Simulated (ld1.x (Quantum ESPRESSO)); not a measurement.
# Pseudopotential generation for promethium: RRKJ, PW91, scalar-relativistic.

ld1.x (Quantum ESPRESSO) 7.5 was run on this input:

```
&input
   title='Pm', zed=61., rel=1, dft='PW91', iswitch=3,
   config='[Xe] 4f5 5d0 6s2 6p0',
   nld=4, rlderiv=2.65, eminld=-11.0, emaxld=5.0, deld=0.04
 /
 &inputp
   pseudotype=2, tm=.false., lloc=0,
   nlcc=.true., rcore=0.75,
   file_pseudopw='Pm.UPF', file_wfcaegen='ae.wfc', file_wfcncgen='nc.wfc', file_beta='beta', file_chi='chi'
 /
4
5P  2  1   6.00   0.00  2.45  2.45  0.0
4D  3  2  10.00   0.00  0.80  0.80  0.0
4F  4  3   5.00   0.00  1.60  1.60  0.0
5S  1  0   2.00   0.00  1.80  1.80  0.0
 &test
   configts(1)='4d10 4f5 5s2 5p6 5d0 6s2 6p0'
 /
```

Command:

```bash
ld1.x < Pm.in > Pm.out
```

The program printed (shortened: banner, matrices, multipoles, cross overlaps and the repeated all-electron block are left out):

```
Program LD1 v.7.5
     --------------------------- All-electron run ----------------------------

     Pm
     scalar relativistic calculation

     atomic number is 61.00
     dft =PW91   lsd =0 sic =0 latt =0  beta=0.20 tr2=1.0E-14
     Exchange-correlation= PW91
                           (   1   4   2   2   0   0   0)
     mesh =1259 r(mesh) = 100.89962 a.u. xmin = -7.00 dx = 0.01250
     1 Ry =  13.60569312 eV, c = 137.03599908

     n l     nl                  e(Ry)          e(Ha)          e(eV)
     1 0     1S 1( 2.00)     -3309.5744     -1654.7872    -45029.0533
     2 0     2S 1( 2.00)      -538.0994      -269.0497     -7321.2148
     2 1     2P 1( 6.00)      -480.5429      -240.2715     -6538.1196
     3 0     3S 1( 2.00)      -117.3380       -58.6690     -1596.4653
     3 1     3P 1( 6.00)       -99.2679       -49.6339     -1350.6085
     4 0     4S 1( 2.00)       -23.3272       -11.6636      -317.3828
     4 1     4P 1( 6.00)       -17.3979        -8.6989      -236.7099
     3 2     3D 1(10.00)       -74.5009       -37.2504     -1013.6359
     5 0     5S 1( 2.00)        -3.0812        -1.5406       -41.9213
     5 1     5P 1( 6.00)        -1.6691        -0.8345       -22.7089
     4 2     4D 1(10.00)        -9.0252        -4.5126      -122.7938
     4 3     4F 1( 5.00)        -0.1622        -0.0811        -2.2066
     5 2     5D 1( 0.00)        -0.1354        -0.0677        -1.8417
     6 0     6S 1( 2.00)        -0.2629        -0.1314        -3.5768
     6 1     6P 1( 0.00)        -0.0918        -0.0459        -1.2492

     final scf error:  2.2E-16 reached in  34 iterations

     Etot =  -20043.573623 Ry,  -10021.786811 Ha, -272706.711797 eV

     Ekin =   21379.744895 Ry,   10689.872447 Ha,  290886.248084 eV
     Encl =  -48734.895846 Ry,  -24367.447923 Ha, -663072.037263 eV
     Eh   =    7771.286823 Ry,    3885.643412 Ha,  105733.743686 eV
     Exc  =    -459.709494 Ry,    -229.854747 Ha,   -6254.666305 eV

     normalization and overlap integrals

     s(1S/1S) =  1.000000  <r> =   0.0232  <r2> =    0.0007  r(max) =   0.0148
     s(2S/2S) =  1.000000  <r> =   0.0990  <r2> =    0.0116  r(max) =   0.0843
     s(2P/2P) =  1.000000  <r> =   0.0871  <r2> =    0.0093  r(max) =   0.0673
     s(3S/3S) =  1.000000  <r> =   0.2605  <r2> =    0.0775  r(max) =   0.2379
     s(3P/3P) =  1.000000  <r> =   0.2588  <r2> =    0.0776  r(max) =   0.2350
     s(4S/4S) =  1.000000  <r> =   0.5928  <r2> =    0.3966  r(max) =   0.5497
     s(4P/4P) =  1.000000  <r> =   0.6277  <r2> =    0.4481  r(max) =   0.5779
     s(3D/3D) =  1.000000  <r> =   0.2362  <r2> =    0.0657  r(max) =   0.1924
     s(5S/5S) =  1.000000  <r> =   1.4400  <r2> =    2.3339  r(max) =   1.2861
     s(5P/5P) =  1.000000  <r> =   1.6939  <r2> =    3.2654  r(max) =   1.4574
     s(4D/4D) =  1.000000  <r> =   0.6882  <r2> =    0.5498  r(max) =   0.6000
     s(4F/4F) =  1.000001  <r> =   1.0680  <r2> =    1.6276  r(max) =   0.6387
     s(5D/5D) =  1.000000  <r> =   3.3247  <r2> =   13.8880  r(max) =   2.2015
     s(6S/6S) =  1.000000  <r> =   4.3677  <r2> =   21.6966  r(max) =   3.7215
     s(6P/6P) =  1.000000  <r> =   6.1437  <r2> =   43.3675  r(max) =   4.9611

     ------------------------ End of All-electron run ------------------------

     --------------------- Generating NC pseudopotential ---------------------

      Generating local pot.: lloc=0, matching radius rcloc =   1.8000

      Computing core charge for nlcc:

       r > 0.75 : true rho core
       r < 0.75 : rho core = a sin(br)/r    a=  28.42  b=   3.45

      Integrated core pseudo-charge :  10.49

      Wfc   5P  rcut= 2.433  Estimated cut-off energy=       30.88 Ry
      This function has    0 nodes for 0 < r <    2.433

      Wfc   4D  rcut= 0.810  Estimated cut-off energy=      358.24 Ry
      This function has    0 nodes for 0 < r <    0.810

      Wfc   4F  rcut= 1.591  Estimated cut-off energy=      117.37 Ry
      This function has    0 nodes for 0 < r <    1.591

     ------------------- End of pseudopotential generation -------------------

     Computing logarithmic derivative in   2.63899
     Message from routine compute phi:
     negative determinant

      ld=  -0.164336 f2ae  0.078250 faenor  0.571331

       Warning: n=3, l=2 expected 0 nodes, found 1
       Setting wfc to zero for this iteration
       (This warning will only be printed once per wavefunction)

     Computing logarithmic derivative in   2.63899
     Computing the partial wave expansion
       no projector for channel:   0
     R is outside the sphere for l=    1 j= 0.00
     R is outside the sphere for l=    2 j= 0.00
     R is outside the sphere for l=    3 j= 0.00

     ---------------------- Testing the pseudopotential ----------------------

     Pm
     scalar relativistic calculation

     atomic number is 61.00   valence charge is 25.00
     dft =PW91   lsd =0 sic =0 latt =0  beta=0.20 tr2=1.0E-14
     mesh =1259 r(mesh) = 100.89962 xmin = -7.00 dx = 0.01250

     n l     nl             e AE (Ry)        e PS (Ry)    De AE-PS (Ry)
     3 2     4D   1(10.00)       -9.02518       -9.02518       -0.00000
     4 3     4F   1( 5.00)       -0.16218       -0.16218        0.00000
     1 0     5S   1( 2.00)       -3.08116       -3.08117        0.00001
     2 1     5P   1( 6.00)       -1.66907       -1.66907       -0.00000
     4 2     5D   1( 0.00)       -0.13536       -0.08167       -0.05369  !
     2 0     6S   1( 2.00)       -0.26289       -0.27342        0.01053  !
     3 1     6P   1( 0.00)       -0.09182       -0.09293        0.00111

     eps = 6.4E-15  iter = 14

     Etot =  -20043.573623 Ry,  -10021.786811 Ha, -272706.711797 eV
     Etotps =  -585.642083 Ry,    -292.821042 Ha,   -7968.066465 eV

     Ekin =     338.144017 Ry,     169.072009 Ha,    4600.683727 eV
     Encl =    -936.938817 Ry,    -468.469408 Ha,  -12747.702016 eV
     Ehrt =     466.206118 Ry,     233.103059 Ha,    6343.057372 eV
     Ecxc =     -73.795378 Ry,     -36.897689 Ha,   -1004.037269 eV
     (Ecc =     -20.456595 Ry,     -10.228298 Ha,    -278.326157 eV)
     Epseu=    -379.258023 Ry,    -189.629012 Ha,   -5160.068278 eV

     ---------------------- End of pseudopotential test ----------------------
```

ld1.x takes every shell without a wave as core, so the model core holds the 6s electrons as well and exchange and correlation see them twice. This cancels in the reference configuration, but the file is broken for other ones, and its errors say nothing about a proper core correction.

Generation and configuration tests took about 1.9 s on one core of a shared server CPU.

Transferability test of the new file with ld1.x, input:

```
&input
   title='Pm', zed=61., rel=1, dft='PW91', iswitch=2,
   config='[Xe] 4f5 5d0 6s2 6p0'
 /
 &test
   file_pseudo='Pm.UPF', nconf=8,
   configts(1)='4d10 4f5 5s2 5p6 5d0 6s2 6p0',
   configts(2)='4d10 4f5 5s2 5p6 5d0 6s1 6p0',
   configts(3)='4d10 4f5 5s2 5p6 5d0 6s0 6p0',
   configts(4)='4d10 4f4 5s2 5p6 5d0 6s0 6p0',
   configts(5)='4d10 4f5 5s2 5p6 5d0 6s1 6p1',
   configts(6)='4d10 4f4 5s2 5p6 5d1 6s2 6p0',
   configts(7)='4d10 4f5 5s2 5p6 5d0 6s1.5 6p0',
   configts(8)='4d10 4f5 5s1 5p6 5d0 6s2 6p0'
 /
```

```bash
ld1.x < Pm.test.in > Pm.test.out
```

Pseudopotential blocks of its output, shortened (energy terms left out; the distinct warnings before each block abridged to one line each):

```
     Warning: n=3, l=2 expected 0 nodes, found 1
     ---------------------- Testing the pseudopotential ----------------------

     n l     nl             e AE (Ry)        e PS (Ry)    De AE-PS (Ry)
     3 2     4D   1(10.00)       -9.02518       -9.02518       -0.00000
     4 3     4F   1( 5.00)       -0.16218       -0.16218        0.00000
     1 0     5S   1( 2.00)       -3.08116       -3.08117        0.00001
     2 1     5P   1( 6.00)       -1.66907       -1.66907        0.00000
     4 2     5D   1( 0.00)       -0.13536       -0.08167       -0.05369  !
     2 0     6S   1( 2.00)       -0.26289       -0.27342        0.01053  !
     3 1     6P   1( 0.00)       -0.09182       -0.09293        0.00111

     eps = 2.9E-15  iter = 22

     Etot =  -20043.573623 Ry,  -10021.786811 Ha, -272706.711798 eV
     Etotps =  -585.642085 Ry,    -292.821043 Ha,   -7968.066492 eV

     ---------------------- End of pseudopotential test ----------------------

          ---------------------- Testing the pseudopotential ----------------------

     n l     nl             e AE (Ry)        e PS (Ry)    De AE-PS (Ry)
     3 2     4D   1(10.00)       -9.46647       -9.48770        0.02123  !
     4 3     4F   1( 5.00)       -0.60415       -0.62343        0.01928  !
     1 0     5S   1( 2.00)       -3.52825       -3.54465        0.01641  !
     2 1     5P   1( 6.00)       -2.11506       -2.13063        0.01557  !
     4 2     5D   1( 0.00)       -0.53693       -0.48343       -0.05350  !
     2 0     6S   1( 1.00)       -0.61227       -0.65414        0.04187  !
     3 1     6P   1( 0.00)       -0.38909       -0.41998        0.03088  !

     eps = 7.6E-15  iter = 19

     Etot =  -20043.139497 Ry,  -10021.569748 Ha, -272700.805215 eV
     Etotps =  -585.182895 Ry,    -292.591448 Ha,   -7961.818894 eV
     dEtot_ae =       0.434126 Ry
     dEtot_ps =       0.459190 Ry,   Delta E=      -0.025064 Ry

     ---------------------- End of pseudopotential test ----------------------

          ---------------------- Testing the pseudopotential ----------------------

     n l     nl             e AE (Ry)        e PS (Ry)    De AE-PS (Ry)
     3 2     4D   1(10.00)       -9.98630      -10.02933        0.04303  !
     4 3     4F   1( 5.00)       -1.12324       -1.16069        0.03744  !
     1 0     5S   1( 2.00)       -4.05228       -4.08291        0.03063  !
     2 1     5P   1( 6.00)       -2.63437       -2.66408        0.02971  !
     4 2     5D   1( 0.00)       -1.00745       -0.94976       -0.05770  !
     2 0     6S   1( 0.00)       -1.01429       -1.07905        0.06476  !
     3 1     6P   1( 0.00)       -0.72851       -0.79756        0.06905  !

     eps = 5.3E-15  iter = 17

     Etot =  -20042.332752 Ry,  -10021.166376 Ha, -272689.828886 eV
     Etotps =  -584.319143 Ry,    -292.159572 Ha,   -7950.066946 eV
     dEtot_ae =       1.240871 Ry
     dEtot_ps =       1.322942 Ry,   Delta E=      -0.082071 Ry

     ---------------------- End of pseudopotential test ----------------------

          ---------------------- Testing the pseudopotential ----------------------

     n l     nl             e AE (Ry)        e PS (Ry)    De AE-PS (Ry)
     3 2     4D   1(10.00)      -11.29537      -11.30324        0.00787  !
     4 3     4F   1( 4.00)       -2.33369       -2.31949       -0.01421  !
     1 0     5S   1( 2.00)       -5.09790       -5.13051        0.03260  !
     2 1     5P   1( 6.00)       -3.60965       -3.64462        0.03497  !
     4 2     5D   1( 0.00)       -1.79286       -1.67405       -0.11880  !
     2 0     6S   1( 0.00)       -1.60592       -1.69463        0.08871  !
     3 1     6P   1( 0.00)       -1.23693       -1.32244        0.08550  !

     eps = 5.7E-15  iter = 12

     Etot =  -20040.620979 Ry,  -10020.310489 Ha, -272666.539029 eV
     Etotps =  -582.593832 Ry,    -291.296916 Ha,   -7926.592893 eV
     dEtot_ae =       2.952644 Ry
     dEtot_ps =       3.048253 Ry,   Delta E=      -0.095609 Ry

     ---------------------- End of pseudopotential test ----------------------

          ---------------------- Testing the pseudopotential ----------------------

     n l     nl             e AE (Ry)        e PS (Ry)    De AE-PS (Ry)
     3 2     4D   1(10.00)       -9.11529       -9.12117        0.00588  !
     4 3     4F   1( 5.00)       -0.25280       -0.25653        0.00373
     1 0     5S   1( 2.00)       -3.17551       -3.17724        0.00173
     2 1     5P   1( 6.00)       -1.76233       -1.76368        0.00136
     4 2     5D   1( 0.00)       -0.20439       -0.14416       -0.06022  !
     2 0     6S   1( 1.00)       -0.31322       -0.32750        0.01428  !
     3 1     6P   1( 1.00)       -0.13229       -0.13120       -0.00109

     eps = 5.6E-15  iter = 21

     Etot =  -20043.397360 Ry,  -10021.698680 Ha, -272704.313626 eV
     Etotps =  -585.453437 Ry,    -292.726718 Ha,   -7965.499796 eV
     dEtot_ae =       0.176262 Ry
     dEtot_ps =       0.188649 Ry,   Delta E=      -0.012386 Ry

     ---------------------- End of pseudopotential test ----------------------

          ---------------------- Testing the pseudopotential ----------------------

     n l     nl             e AE (Ry)        e PS (Ry)    De AE-PS (Ry)
     3 2     4D   1(10.00)       -9.50686       -9.53060        0.02373  !
     4 3     4F   1( 4.00)       -0.55406       -0.56104        0.00698  !
     1 0     5S   1( 2.00)       -3.32667       -3.38122        0.05455  !
     2 1     5P   1( 6.00)       -1.86543       -1.91770        0.05227  !
     4 2     5D   1( 1.00)       -0.21147       -0.14969       -0.06179  !
     2 0     6S   1( 2.00)       -0.29186       -0.32037        0.02851  !
     3 1     6P   1( 0.00)       -0.10076       -0.10934        0.00858  !

     eps = 6.3E-15  iter = 27

     Etot =  -20043.393409 Ry,  -10021.696704 Ha, -272704.259864 eV
     Etotps =  -585.400236 Ry,    -292.700118 Ha,   -7964.775963 eV
     dEtot_ae =       0.180214 Ry
     dEtot_ps =       0.241849 Ry,   Delta E=      -0.061636 Ry

     ---------------------- End of pseudopotential test ----------------------

          ---------------------- Testing the pseudopotential ----------------------

     n l     nl             e AE (Ry)        e PS (Ry)    De AE-PS (Ry)
     3 2     4D   1(10.00)       -9.23526       -9.24519        0.00993  !
     4 3     4F   1( 5.00)       -0.37272       -0.38191        0.00918  !
     1 0     5S   1( 2.00)       -3.29412       -3.30210        0.00798  !
     2 1     5P   1( 6.00)       -1.88178       -1.88936        0.00759  !
     4 2     5D   1( 0.00)       -0.32731       -0.27256       -0.05475  !
     2 0     6S   1( 1.50)       -0.43269       -0.45691        0.02422  !
     3 1     6P   1( 0.00)       -0.23495       -0.24853        0.01358  !

     eps = 8.1E-15  iter = 22

     Etot =  -20043.400287 Ry,  -10021.700144 Ha, -272704.353451 eV
     Etotps =  -585.460147 Ry,    -292.730074 Ha,   -7965.591100 eV
     dEtot_ae =       0.173335 Ry
     dEtot_ps =       0.181938 Ry,   Delta E=      -0.008603 Ry

     ---------------------- End of pseudopotential test ----------------------

          ---------------------- Testing the pseudopotential ----------------------

     n l     nl             e AE (Ry)        e PS (Ry)    De AE-PS (Ry)
     3 2     4D   1(10.00)       -9.89422       -9.89436        0.00014
     4 3     4F   1( 5.00)       -1.00455       -1.00670        0.00215
     1 0     5S   1( 1.00)       -3.89641       -3.89042       -0.00599  !
     2 1     5P   1( 6.00)       -2.44237       -2.43936       -0.00301
     4 2     5D   1( 0.00)       -0.73958       -0.63167       -0.10791  !
     2 0     6S   1( 2.00)       -0.72516       -0.75070        0.02555  !
     3 1     6P   1( 0.00)       -0.46225       -0.47401        0.01177  !

     eps = 5.0E-15  iter = 19

     Etot =  -20040.098631 Ry,  -10020.049316 Ha, -272659.432129 eV
     Etotps =  -582.167437 Ry,    -291.083718 Ha,   -7920.791491 eV
     dEtot_ae =       3.474992 Ry
     dEtot_ps =       3.474648 Ry,   Delta E=       0.000343 Ry

     ---------------------- End of pseudopotential test ----------------------
```
